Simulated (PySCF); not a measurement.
## Structure from 2D NMR

Compound of formula C₆H₇ClP₂. Correlations simulated from computed shifts and the bond graph:

HSQC (one-bond C–H):
```csv
δH,δC
9.30,169.0
2.98,29.1
2.90,28.3
```

HMBC (two and three bonds, from the bond graph):
```csv
δH,δC
9.30,"182.2, 179.2, 28.3"
2.98,"179.2, 178.6"
2.90,"182.2, 169.0"
```

Carbons without hydrogens: δ 182.2, 179.2, 178.6.

Non-relativistic Hamiltonian, gas phase, rapidly exchanging positions averaged, one conformer. GFN2-xTB geometry; shielding tensors at PBE0/pcSseg-1 (GIAO); PySCF 2.14.0 with density-fitted response routines.

Referencing at the same level of theory: $^{1}$H and $^{13}$C vs TMS.

Exchangeable hydrogens are left out of these lists.

**Question.** Assemble the structure.

**Answer.** `Cc1cpc(Cl)c(C)p1`.

Structure with atom numbers: `[CH3:1][c:2]1[cH:3][p:4][c:5]([Cl:6])[c:7]([CH3:8])[p:9]1`; H(Xn) means a hydrogen on atom n.

δC 182.2 is C2, a substituted aromatic carbon. δC 179.2 is C5, an aromatic carbon bearing chlorine. δC 178.6 is C7, a substituted aromatic carbon. δC 169.0 is C3, an aromatic CH (δH 9.30). δC 29.1 is C8, a methyl carbon on an aromatic ring (δH 2.98). δC 28.3 is C1, a methyl carbon on an aromatic ring (δH 2.90). HMBC from δH 9.30 reaches the proton-free carbons C2, C5. HMBC from δH 2.98 reaches the proton-free carbons C5, C7. HMBC from δH 2.90 reaches the proton-free carbon C2.

This is the structure that produced the data.

Carbons that carry Cl, above all several Cl atoms, come out too deshielded, partly because spin–orbit coupling is missing. Shifts are as computed. Against solution values, carbons near 30 ppm lie about +3 ppm off and those near 130 ppm about +5 ppm; carbons on Cl a further +6 ppm. Of 1211 compounds with measured shifts, 218 miss one by over three times the rms of a fit or turn the order of signals round; such compounds aren't used in these exercises.
